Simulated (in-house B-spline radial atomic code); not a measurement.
RPA and G0W0 for Bi3+, [Xe] 4f14 5d10 6s2, as one setting changes: the highest l of the empty states. Start: r2SCAN. A dash marks a level of low quasi-particle weight. Computed with an all-electron radial atomic-structure program (B-spline basis): all electrons, scalar-relativistic (spin-free one-electron X2C), finite nucleus, each spin shell either full or empty, empty states to the listed l with an (l + 1/2)⁻⁴ tail; G0W0 by contour deformation at full frequency.

Without the two-electron picture change, the correlation of inner shells comes somewhat too large for so heavy an element.

```csv
highest l of the empty states,RPA summed (Eh),RPA extrapolated (Eh),G0W0 level (eV)
5,-6.2141,-7.2946,6s -45.33
6,?,?,?
7,-6.825,-7.2647,6s -45.30
8,?,?,?
9,-7.0199,-7.2157,6s -45.29
10,-7.0648,-7.2008,6s -45.29
11,-7.0936,-7.1904,6s -45.29
```

Problem. What belongs in the row for 6?

Solution. RPA summed (Eh): -6.61; RPA extrapolated (Eh): -7.2898; G0W0 level (eV): 6s -45.31.

Problem. What belongs in the row for 8?

Solution. RPA summed (Eh): -6.9475; RPA extrapolated (Eh): -7.2379; G0W0 level (eV): 6s -45.29.
